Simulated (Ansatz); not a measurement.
**Isomers**

Structures of BH3S2O, singlet, relaxed at PBE0-D4/def2-TZVP (vibrations not checked; lower isomers may exist, and structures with a doubtful reference or unclear bonds are left out). Ansatz 0.2.0; basis: def2-TZVPP; cores frozen in the correlated methods. B3LYP uses VWN-RPA correlation.

(1) Rank them by CCSD(T) energy, lowest first, and give each one's height above the lowest. Links in brackets join atoms within 1.22 times the sum of their covalent radii (1.1 for two metals). (Judge from chemistry; the value comes from the calculation.)
A.
BH₃S₂O ([OH][BH][S][SH])
```
7
angstrom
O -0.9459 1.8076 -0.0979
B -0.2583 0.7101 0.2829
S -0.4036 -0.8393 -0.6616
S 0.7663 -2.1513 0.4100
H -1.4993 1.7038 -0.8775
H 0.4429 0.7637 1.2446
H 1.8978 -1.9947 -0.3005
```
B.
BH₃S₂O ([OH][B]([SH])[SH])
```
7
angstrom
O -1.2580 0.6826 0.4098
B -0.0682 0.0462 0.2793
S 0.7974 -0.3269 1.8291
S 0.6976 -0.4452 -1.2980
H -1.7084 0.8745 -0.4146
H 1.8616 -0.9193 1.2665
H -0.2607 0.0201 -2.1177
```
C.
a complex of H₂S₂ ([SH][SH]) + BHO ([BH][O])
```
7
angstrom
B -0.3689 0.7683 0.5773
O -0.9125 0.8137 -0.4970
S 1.1541 -1.8276 0.1829
S 0.4899 -1.8915 -1.7486
H 0.0877 0.8517 1.6535
H 0.2018 -2.5822 0.7669
H -0.2955 -0.7907 -1.6787
```
D.
BH₃S₂O ([BH2][O][S][SH])
```
7
angstrom
B -0.5628 0.9627 0.6106
O -0.6736 -0.3125 1.0309
S -0.1813 -1.6825 0.1904
S 1.4928 -1.2349 -0.7979
H -0.0195 1.2423 -0.4185
H -1.0415 1.7796 1.3401
H 0.9859 -0.7547 -1.9555
```

(2) Do PBE-D4, r2SCAN-D4, PBE0-D4, B3LYP-D4, wB97M-V, HF, MP2 give the same order? (Judge from chemistry; the calculation decides.)

No T1 diagnostic of these runs exceeds 0.018.

For scale, one of the runs: CCSD(T)/def2-TZVPP, 188 basis functions, launched by `ansatz run in.yaml --threads 2 --pin off --events-out ev --progress --plain --max-ram 4352MiB`. Hardware: 2 CPU threads of an Arm Neoverse V1, shared host. Wall time 66 s; peak host memory 1.9 GiB.

## Answers

(1) The calculation gives: B (0.0 kJ/mol), A (106.8 kJ/mol), C (203.4 kJ/mol), D (288.7 kJ/mol). Heights count from the lowest.

(2) Computed: All do.
